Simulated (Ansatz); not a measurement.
Born–Oppenheimer molecular dynamics of GeH₄O (6 atoms, charge 0, multiplicity 1). It goes on from the last frame of an earlier run, with new velocities.

These are results of Ansatz 0.2.0, RKS PBE0-D4/def2-SVP, not measurements.

```
ensemble        : NVT, Nosé–Hoover chain
time step       : 0.5 fs
steps asked     : 250
set temperature : 500 K
thermostat      : time constant 100 fs, chain length 3 (defaults)
seed            : 536152
```

First frame:

```xyz
6
Properties=species:S:1:pos:R:3
Ge 0.096 0.301 -0.340
H 1.322 -0.455 0.244
H 0.380 0.910 -1.669
O -0.404 1.632 0.793
H -0.445 2.478 0.348
H -1.027 -0.832 -0.481
```

Task: How far do the bonds stretch over the last three quarters of this one trajectory? (Pairs bonded in most of those frames.)

Result: 
| bond | mean (Å) | spread (Å) | shortest | longest |
| --- | --- | --- | --- | --- |
| Ge1–H2 | 1.543 | 0.044 | 1.47 | 1.62 |
| Ge1–H3 | 1.558 | 0.077 | 1.44 | 1.67 |
| Ge1–O4 | 1.785 | 0.033 | 1.73 | 1.84 |
| Ge1–H6 | 1.552 | 0.054 | 1.47 | 1.64 |
| O4–H5 | 0.965 | 0.029 | 0.92 | 1.01 |

Mean temperature of the second half: 415 K. The conserved energy stayed within 0.42 meV per atom of its start (net change 0.23 meV per atom), so the integration is sound. The mean temperature of the second half is 17 % below the set value. A run of 0.12 ps of so small a system gives no equilibrium averages.

The run took 11 min on 1 thread of Arm Neoverse N1, with other jobs on the host, peak memory 0.12 GiB.
